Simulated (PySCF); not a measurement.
Unknown compound

An unknown has the formula C₅H₁₂NPSi. Its calculated NMR data are:

¹H NMR (400 MHz, computed): δ 6.96 (m, 1H), 6.84 (m, 1H), 5.93 (m, 1H), 4.96 (m, 3H), 2.18 (m, 1H), 1.93 (m, 1H), 1.26 (m, 3H), 0.66 (m, 1H).

¹³C{¹H} NMR (computed): δ 147.6 (CH2), 138.7 (CH), 25.9 (CH2), 25.2 (CH), 18.0 (CH3).

All values are calculated (PySCF 2.14): shieldings: GIAO PBE0/pcSseg-1, coordinates at the GFN2-xTB level. Fast rotation and ring inversion assumed for equivalent nuclei, non-relativistic, one conformer, gas phase.

Chemical shifts δ = σref − σ; ¹H (σref 31.72) and ¹³C (σref 186.93) vs TMS, all at this level.

Deduce the structure.

Results:


- 5 carbon signals for 5 carbons: no two carbons are equivalent.
- Carbon types of the structure: 2 × CH, 2 × CH2, 1 × CH3, leaving 3 H on heteroatoms.
- δC 147.6: terminal =CH2 carbon; the olefinic region.
- δC 138.7: alkene CH; the olefinic region.
- δC 25.9, 25.2: three-membered-ring carbon; carbons of three-membered rings are unusually shielded.
- δC 18.0: methyl carbon; a saturated carbon with 1 carbon neighbour and no heteroatom attached.
- δH 6.96, 6.84: hydrogen on a terminal =CH2 carbon; a vinylic proton, deshielded by the sp2 carbon and the C=C anisotropy.
- δH 5.93: hydrogen on an alkene CH; olefinic region.
- δH 4.96: hydrogen on a silicon bonded to N.

The compound is SMILES C=C[P@@]1(=N[SiH3])C[C@H]1C.

The shifts were computed for this structure.

Splittings by ³¹P in the carbon and heteronuclear signals aren't shown, as no couplings were computed. Shifts are as computed. Against solution values, carbons near 30 ppm lie about +3 ppm off and those near 130 ppm about +5 ppm. Of 1211 compounds with measured shifts, 218 miss one by over three times the rms of a fit or turn the order of signals round; such compounds aren't used in these exercises. No couplings were computed; multiplicities are counted from neighbouring protons, with m where these are inequivalent, close in shift, in a saturated or five-membered ring or joined by F or P, and br s for small geminal =CH2 splittings.
